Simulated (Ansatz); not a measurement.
Breaking the Be1–H2 bond in CH4Be (SMILES [BeH][CH3]) (multiplicity 1 held, fragments rigid). Energies count from the point at 1.332 Å.
Geometry at that point (charge 0, multiplicity 1):
```xyz
6

Be    -0.9385    -0.4948    -0.1342
H     -2.1072    -1.1109    -0.3012
C      0.5312     0.2800     0.0759
H      1.0155    -0.0062     1.0158
H      0.4218     1.3697     0.0949
H      1.2371     0.0463    -0.7283
```

R- and RO- levels are restricted; in cc, def2 and unpolarised 6-31G sets they are followed outwards from rest. U- levels take the lowest unrestricted solution at each point, which mixes spins at long bonds. Active spaces are followed from a long bond inwards. Levels need not reach the same state.

Cores are frozen in the correlated methods.

Programs: Ansatz (a first-principles code). Each number belongs to the level named beside it.

Energies in kJ/mol.

```json
[
 {"R (Å)": "1.065", "U-HF/aug-cc-pVDZ": "84", "R-MP2/aug-cc-pVDZ": "83", "U-MP2/aug-cc-pVDZ": "83", "R-CCSD(T)/aug-cc-pVDZ": "84", "FIC-MRCISD+Q on CASSCF(2,2)/aug-cc-pVDZ": "83"},
 {"R (Å)": "1.199", "U-HF/aug-cc-pVDZ": "18", "R-MP2/aug-cc-pVDZ": "18", "U-MP2/aug-cc-pVDZ": "18", "R-CCSD(T)/aug-cc-pVDZ": "18", "FIC-MRCISD+Q on CASSCF(2,2)/aug-cc-pVDZ": "18"},
 {"R (Å)": "1.332", "U-HF/aug-cc-pVDZ": "0", "R-MP2/aug-cc-pVDZ": "0", "U-MP2/aug-cc-pVDZ": "0", "R-CCSD(T)/aug-cc-pVDZ": "0", "FIC-MRCISD+Q on CASSCF(2,2)/aug-cc-pVDZ": "0"},
 {"R (Å)": "1.465", "U-HF/aug-cc-pVDZ": "10", "R-MP2/aug-cc-pVDZ": "10", "U-MP2/aug-cc-pVDZ": "10", "R-CCSD(T)/aug-cc-pVDZ": "9", "FIC-MRCISD+Q on CASSCF(2,2)/aug-cc-pVDZ": "9"},
 {"R (Å)": "1.598", "U-HF/aug-cc-pVDZ": "37", "R-MP2/aug-cc-pVDZ": "35", "U-MP2/aug-cc-pVDZ": "35", "R-CCSD(T)/aug-cc-pVDZ": "33", "FIC-MRCISD+Q on CASSCF(2,2)/aug-cc-pVDZ": "33"},
 {"R (Å)": "1.798", "U-HF/aug-cc-pVDZ": "91", "R-MP2/aug-cc-pVDZ": "88", "U-MP2/aug-cc-pVDZ": "88", "R-CCSD(T)/aug-cc-pVDZ": "83", "FIC-MRCISD+Q on CASSCF(2,2)/aug-cc-pVDZ": "83"},
 {"R (Å)": "1.998", "U-HF/aug-cc-pVDZ": "153", "R-MP2/aug-cc-pVDZ": "147", "U-MP2/aug-cc-pVDZ": "147", "R-CCSD(T)/aug-cc-pVDZ": "138", "FIC-MRCISD+Q on CASSCF(2,2)/aug-cc-pVDZ": "138"},
 {"R (Å)": "2.330", "U-HF/aug-cc-pVDZ": "240", "R-MP2/aug-cc-pVDZ": "242", "U-MP2/aug-cc-pVDZ": "266", "R-CCSD(T)/aug-cc-pVDZ": "222", "FIC-MRCISD+Q on CASSCF(2,2)/aug-cc-pVDZ": "222"},
 {"R (Å)": "2.663", "U-HF/aug-cc-pVDZ": "280", "R-MP2/aug-cc-pVDZ": "324", "U-MP2/aug-cc-pVDZ": "328", "R-CCSD(T)/aug-cc-pVDZ": "288", "FIC-MRCISD+Q on CASSCF(2,2)/aug-cc-pVDZ": "288"},
 {"R (Å)": "3.063", "U-HF/aug-cc-pVDZ": "299", "R-MP2/aug-cc-pVDZ": "403", "U-MP2/aug-cc-pVDZ": "357", "R-CCSD(T)/aug-cc-pVDZ": "340", "FIC-MRCISD+Q on CASSCF(2,2)/aug-cc-pVDZ": "341"},
 {"R (Å)": "3.596", "U-HF/aug-cc-pVDZ": "307", "R-MP2/aug-cc-pVDZ": "475", "U-MP2/aug-cc-pVDZ": "369", "R-CCSD(T)/aug-cc-pVDZ": "369", "FIC-MRCISD+Q on CASSCF(2,2)/aug-cc-pVDZ": "375"},
 {"R (Å)": "4.261", "U-HF/aug-cc-pVDZ": "310", "R-MP2/aug-cc-pVDZ": "523", "U-MP2/aug-cc-pVDZ": "373", "R-CCSD(T)/aug-cc-pVDZ": "367", "FIC-MRCISD+Q on CASSCF(2,2)/aug-cc-pVDZ": "387"}
]
```

Doubts at one or more of the structures used: a spin-contaminated determinant (U-HF/aug-cc-pVDZ, U-MP2/aug-cc-pVDZ); a restricted determinant that unrestricted orbitals would lower (R-MP2/aug-cc-pVDZ, R-CCSD(T)/aug-cc-pVDZ); other coupled-cluster roots lie near (R-CCSD(T)/aug-cc-pVDZ); T1 above 0.05 (R-CCSD(T)/aug-cc-pVDZ).
